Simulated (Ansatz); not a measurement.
Basis-set extrapolation for CH3BClNO, SMILES `N=CB(O)Cl` (PBE0-D4/def2-TZVP geometry, frozen core, Ansatz). Multiplicity 1, RHF reference.

|  | def2-TZVPP | def2-QZVPP |
| --- | --- | --- |
| HF | -653.287678 | -653.309072 |
| MP2 correlation | -0.878713 | -0.948321 |
| CCSD(T) correlation | -0.950354 | not run |

Energies in hartree. Use E(X) = E(∞) + A·exp(−7.88·√X) for Hartree–Fock and E(X) = E(∞) + B·X^(−2.97) for correlation, with X = 3 and 4, and add CCSD(T) minus MP2 of the smaller set to the MP2 limit.

Task: What is the CCSD(T) energy at the basis-set limit?

Result: HF limit: -653.309072 + (-0.021394) × 0.13774 = -653.31202. MP2 limit: -0.948321 + (-0.069608) × 0.74074 = -0.99988. Higher-order term: -0.950354 − (-0.878713) = -0.07164. Total: -654.38354 hartree, 382.0 kJ/mol below CCSD(T)/def2-TZVPP.
